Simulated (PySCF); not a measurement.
## Spinor energies of Ag⁺ (silver, charge +1)

Start: [Kr] 4d10. Calculated with PySCF 2.14 in x2c-SVPall-2c with one added diffuse shell each of s, p, d type (7s9p7d1f, 76 functions): generalised Hartree-Fock with the X2C-1e Hamiltonian and a Gaussian nucleus; one run each with spin-orbit coupling (SO) switched off, then screened by Boettger's factors. This is a chosen level, not necessarily the ground level.

| spinor shell | electrons | ε, spin-free (eV) | ε, screened SO (eV) | weight of nominal j (screened SO) | rms radius, screened SO (bohr) |
| --- | --- | --- | --- | --- | --- |
| 1s1/2 | 2 | -25649.6 | -25647.8 | 1.000 | 0.0357 |
| 2s1/2 | 2 | -3868.3 | -3867.8 | 1.000 | 0.146 |
| 2p1/2 | 2 | -3464.7 | -3586.3 | 1.000 | 0.127 |
| 2p3/2 | 4 | -3464.7 | -3408.6 | 1.000 | 0.131 |
| 3s1/2 | 2 | -752.41 | -752.29 | 1.000 | 0.392 |
| 3p1/2 | 2 | -616.29 | -638.50 | 1.000 | 0.387 |
| 3p3/2 | 4 | -616.29 | -606.00 | 1.000 | 0.398 |
| 3d3/2 | 4 | -401.95 | -405.71 | 1.000 | 0.374 |
| 3d5/2 | 6 | -401.95 | -399.34 | 1.000 | 0.377 |
| 4s1/2 | 2 | -124.24 | -124.23 | 1.000 | 0.982 |
| 4p1/2 | 2 | -82.728 | -86.440 | 1.000 | 1.06 |
| 4p3/2 | 4 | -82.728 | -81.018 | 1.000 | 1.09 |
| 4d3/2 | 4 | -22.082 | -22.489 | 1.000 | 1.49 |
| 4d5/2 | 6 | -22.082 | -21.814 | 1.000 | 1.52 |

```tsv
quantity	spin-free	screened SO
E (hartree)	-5311.62214	-5312.57803
M_J	0	0
⟨J²⟩	0.000	0.000
⟨L²⟩	0.000	0.015
⟨S²⟩	0.000	0.015
```

Breit and QED terms are absent; they matter most for the inner s and p1/2 levels.

Densities and radii are taken from the X2C orbitals without a picture-change correction, which distorts them close to the nucleus.

Without spin-orbit coupling the j labels of p, d and f shells carry no meaning; the spin-free column gives the mean over the occupied spinors of each nl shell.
